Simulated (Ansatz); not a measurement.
CH3Cd (SMILES [CH3][Cd]), doublet, geometry from GFN2-xTB (such geometries of metal compounds can be far from the true shape) (the spin is typed, not shown lowest) (core potentials on Cd), atoms displaced at random by about 0.03 Å a coordinate; Ansatz (an electronic-structure program) with HF/def2-SVP, gradient.

Input for Ansatz:
Ansatz 0.2 input:
```yaml
crystal:
  periodic: [false, false, false]
  atoms:
    - {symbol: Cd, position_ang: [-0.27116430, -0.17272566, -0.23427756]}
    - {symbol: C, position_ang: [1.39404588, 0.91536585, 1.16241510]}
    - {symbol: H, position_ang: [1.96241687, 0.10723555, 1.66474440]}
    - {symbol: H, position_ang: [0.97377154, 1.58797899, 1.86537967]}
    - {symbol: H, position_ang: [2.09619770, 1.48641044, 0.44579111]}
basis:
  gaussian:
    orbitals: def2-SVP
hamiltonian:
  xc: hf
magnetization: {spin_polarized: true, initial_magnetization: 1}
output: {forces: true}
```

The log (banner, timings and long lists left out):

```
Functional definition: HF
631 factors; integrals over basis functions are off by at most 1.2e-3 eV
mean field evaluation 1: about -5613.6726 eV, gradient 1.6e1 eV
mean field evaluation 2: about -5613.7605 eV, gradient 1.6e1 eV
mean field evaluation 4: about -5615.5661 eV, gradient 2.0e0 eV
mean field evaluation 8: about -5615.6631 eV, gradient 3.3e-1 eV
mean field -5615.66645377 eV, -206.3719357407 hartree, gradient 5.5e-5 eV, S^2 0.826704; 0 other end points of the search recorded, 0 dependent functions left out
the calculation of the forces begins
reference -5615.66645377 eV, -206.3719357407 hartree; 15, 14 occupied and 45, 46 virtual orbitals, 631 factors
Total energy: -5615.66645377 eV, -206.3719357407 hartree
Atom 0 at    -0.271164    -0.172726    -0.234278 Å, force     0.251966     0.227002     0.278550 eV/Å
Atom 1 at     1.394046     0.915366     1.162415 Å, force     2.139104    -0.271222    -1.781991 eV/Å
Atom 2 at     1.962417     0.107236     1.664744 Å, force    -0.428375     0.414136    -0.316671 eV/Å
Atom 3 at     0.973772     1.587979     1.865380 Å, force    -0.703776     0.639587     0.707243 eV/Å
Atom 4 at     2.096198     1.486410     0.445791 Å, force    -1.258918    -1.009503     1.112870 eV/Å
Dipole moment:    -0.001551    -0.007832    -0.003942 e Å
```
